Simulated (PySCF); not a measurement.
A structure optimised at PBE0-D3(BJ)/def2-SVP, used in a PySCF frequency run:

```xyz
4

Bi    -0.2636    -0.2625     0.0000
F     -0.7995     0.9892     1.4934
F     -0.7995     0.9892    -1.4934
Cl     2.1338     0.2341     0.0000
```

**Question.** Write its SMILES, formula and point group.

**Answer.** [F][Bi]([F])[Cl], BiClF2, Cs

**Question.** What are its rotational constants (standard atomic weights)?

**Answer.** 3.6634, 1.9967, 1.7755 GHz
